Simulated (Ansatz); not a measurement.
Ansatz (an electronic-structure program) input (CCSD(T)/def2-TZVPPD):
A basis named .json is the Basis Set Exchange file of that set.

Ansatz 0.2 input:
```yaml
crystal:
  periodic: [false, false, false]
  atoms:
    - {symbol: Te, position_ang: [-0.03613614, -0.98424044, 0.78497496]}
    - {symbol: I, position_ang: [0.19657439, 1.30204273, -0.71544716]}
    - {symbol: N, position_ang: [-1.03270065, -2.27319276, -0.24788821]}
    - {symbol: H, position_ang: [-1.31045855, -1.91541269, -1.16478127]}
basis:
  gaussian:
    orbitals: def2-TZVPPD.json
magnetization: {spin_polarized: true, initial_magnetization: 1}
correlation: {method: ccsd_t, electrons: outside_noble_gas}
```

End of the output:

```
mean field evaluation 224: about -16833.0418 eV, gradient 5.9e-4 eV
mean field evaluation 256: about -16831.6068 eV, gradient 2.4e1 eV
mean field evaluation 288: about -16832.8442 eV, gradient 1.5e-1 eV
mean field evaluation 320: about -16833.8532 eV, gradient 8.7e-4 eV
mean field -16835.57594932 eV, -618.6960045744 hartree, gradient 2.6e-6 eV, S^2 0.784794; 12 other end points of the search recorded, 0 dependent functions left out
determinant -16835.57594932 eV, -618.6960045744 hartree, with singles and doubles -16848.90053447 eV, -619.1856740466 hartree
determinant -16833.85324278 eV, -618.6326962767 hartree, with singles and doubles -16847.05056464 eV, -619.1176889095 hartree
determinant -16833.17827094 eV, -618.6078915190 hartree, with singles and doubles -16846.19203785 eV, -619.0861386320 hartree
determinant -16833.04178477 eV, -618.6028757448 hartree, with singles and doubles -16845.74610773 eV, -619.0697510021 hartree
determinant -16833.00381233 eV, -618.6014802835 hartree, with singles and doubles -16847.28488042 eV, -619.1262998558 hartree
determinant -16832.37514374 eV, -618.5783771389 hartree, with singles and doubles -16845.33615052 eV, -619.0546853528 hartree
determinant -16832.31310601 eV, -618.5760972944 hartree, with singles and doubles -16845.19467671 eV, -619.0494862860 hartree
19 core orbitals not correlated
reference -16835.57594932 eV, -618.6960045744 hartree; 10, 9 occupied and 143, 144 virtual orbitals, 1393 factors
second order -12.18321244 eV of doubles, -0.00000000 eV of singles
coupled cluster: 2.15 GiB planned
cycle   1  -13.24848047 eV  change   -6.7e-1 eV  update   2.5e-2
cycle   2  -13.28023366 eV  change   -3.2e-2 eV  update   9.0e-3
cycle   3  -13.28349526 eV  change   -3.3e-3 eV  update   6.0e-3
cycle   4  -13.29234165 eV  change   -8.8e-3 eV  update   3.8e-3
cycle   5  -13.29804963 eV  change   -5.7e-3 eV  update   2.0e-3
cycle   6  -13.30051402 eV  change   -2.5e-3 eV  update   8.2e-4
cycle   7  -13.30110081 eV  change   -5.9e-4 eV  update   3.0e-4
cycle   8  -13.30135552 eV  change   -2.5e-4 eV  update   1.5e-4
cycle   9  -13.30133786 eV  change    1.8e-5 eV  update   5.7e-5
cycle  10  -13.30132483 eV  change    1.3e-5 eV  update   2.7e-5
cycle  11  -13.30134475 eV  change   -2.0e-5 eV  update   1.0e-5
coupled cluster: 2.16 GiB planned
perturbative correction -0.67349594 eV, -0.0247505191 hartree
Total energy: -16849.55079001 eV, -619.2095704970 hartree
```

It need not be the lowest isomer of its formula.
